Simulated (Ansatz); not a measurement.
An input meant for B8N⁺ (charge 1, singlet; atoms displaced at random, 0.03 Å in each coordinate).

```yaml
crystal:
  periodic: [false, false, false]
  atoms:
    - {symbol: N, position_ang: [0.729899, 1.776771, -1.705915]}
    - {symbol: B, position_ang: [0.030437, 1.797629, -0.540427]}
    - {symbol: B, position_ang: [0.714684, 0.468902, -1.623926]}
    - {symbol: h, position_ang: [-0.686139, -0.032901, 1.914428]}
    - {symbol: B, position_ang: [0.181108, -1.978529, 0.260943]}
    - {symbol: B, position_ang: [0.470520, -1.000261, -1.003507]}
    - {symbol: B, position_ang: [-0.418274, -1.552233, 1.592279]}
    - {symbol: B, position_ang: [-0.524209, 1.160695, 0.889777]}
    - {symbol: B, position_ang: [-0.514818, -0.467310, 0.244760]}
basis:
  gaussian: {orbitals: "6-31++G**"}
total_charge: 1
hamiltonian: {xc: {name: wPBEh}}
```

```sh
$ ansatz run in.yaml --threads 4 --pin off --events-out ev --progress --plain --max-ram 4787MiB
```

It prints (some lines left out):

```
Error: YAML parse error: error: line 7 column 16: `h` is not an element symbol (H … Og, case-exact)
 --> <input>:7:16
5 |     - {symbol: B, position_ang: [0.030437, 1.797629, -0.540427]}
6 |     - {symbol: B, position_ang: [0.714684, 0.468902, -1.623926]}
7 |     - {symbol: h, position_ang: [-0.686139, -0.032901, 1.914428]}
8 |     - {symbol: B, position_ang: [0.181108, -1.978529, 0.260943]}
9 |     - {symbol: B, position_ang: [0.470520, -1.000261, -1.003507]}
```

**Question.** Something in this input is off. What?

**Answer.** An element symbol is wrong. The input was rejected before any iteration.
